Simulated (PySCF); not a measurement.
CH3FZn. Atoms are numbered in the order given.

```xyz
6

Zn     0.0000     0.0000    -0.0534
F      0.0000     0.0000    -1.8080
C      0.0000     0.0000     1.8597
H      0.8862     0.5116     2.2387
H      0.0000    -1.0233     2.2387
H     -0.8862     0.5116     2.2387
```

Coordinates come from a PBE0-D3(BJ)/def2-TZVP optimisation.

These are HF/def2-TZVPD in PySCF values and carry that method's errors.

Mulliken values depend strongly on the basis, most of all with diffuse functions as here. ESP charges are fitted to the potential on shells at 1.4 to 2.0 van der Waals radii. Atomic charges (e):

| atom | Mulliken | ESP fit |
|---|---|---|
| Zn1 | 0.97 | ? |
| F2 | -0.75 | ? |
| C3 | -0.49 | ? |
| H4 | 0.09 | ? |
| H5 | 0.09 | ? |
| H6 | 0.09 | ? |

### Question
Some entries are withheld; supply them. (Estimate from the structure and the level; the computed values follow.)

### Answer

- Zn1, ESP fit: 1.08
- F2, ESP fit: -0.64
- C3, ESP fit: -1.17
- H4, ESP fit: 0.24
- H5, ESP fit: 0.24
- H6, ESP fit: 0.24
